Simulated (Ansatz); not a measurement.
Ansatz (a program for electronic structure) job for In(Cl)(OMe)(NH2) (CH₅ClInNO), SMILES C[O][In]([NH2])[Cl], PBE/def2-SVPD. Coordinates come from a B3LYP-D3(BJ)/def2-SVP optimisation. The structure was generated by enumeration; whether it is a known compound was not checked. The def2 effective core potentials stand for the cores of In; spin–orbit coupling is left out. Other conformers were not sampled.

Ansatz 0.2 input:
```yaml
crystal:
  periodic: [false, false, false]
  atoms:
    - {symbol: In, position_ang: [0.08969763, 0.11220357, 0.12360021]}
    - {symbol: Cl, position_ang: [-2.12370995, 0.31505130, 0.89784981]}
    - {symbol: O, position_ang: [0.24081399, -0.86737725, -1.61694321]}
    - {symbol: C, position_ang: [1.47771296, -1.21326756, -2.18810909]}
    - {symbol: H, position_ang: [2.04795462, -1.94831533, -1.58463830]}
    - {symbol: H, position_ang: [1.29094074, -1.67837153, -3.17313687]}
    - {symbol: H, position_ang: [2.14450161, -0.34392051, -2.36527045]}
    - {symbol: N, position_ang: [1.65196092, 0.69909558, 1.30164101]}
    - {symbol: H, position_ang: [1.39587117, 1.42492930, 1.97137976]}
    - {symbol: H, position_ang: [2.47210104, 1.01678548, 0.78452198]}
basis:
  gaussian:
    orbitals: def2-SVPD
hamiltonian:
  xc: {name: PBE}
```

It prints:

```
Functional definition: PBE
integrals: 0.11 GiB planned
1478 factors; their error is unknown
mean field: 0.65 GiB planned
mean field evaluation 1: about -22318.2178 eV, gradient 9.0e1 eV
mean field evaluation 2: about -22180.9737 eV, gradient 2.2e2 eV
mean field evaluation 4: about -22333.8233 eV, gradient 3.3e1 eV
mean field evaluation 8: about -22336.1067 eV, gradient 3.0e-1 eV
mean field evaluation 16: about -22336.0518 eV, gradient 4.8e-4 eV
mean field -22336.05179132 eV, -820.8347634112 hartree, gradient 5.3e-5 eV, S^2 0.000000; 0 other end points of the search recorded, 0 dependent functions left out
reference -22336.05184848 eV, -820.8347655118 hartree; 32, 32 occupied and 130, 130 virtual orbitals, 1478 factors
Total energy: -22336.05184848 eV, -820.8347655118 hartree
```

The run converged.
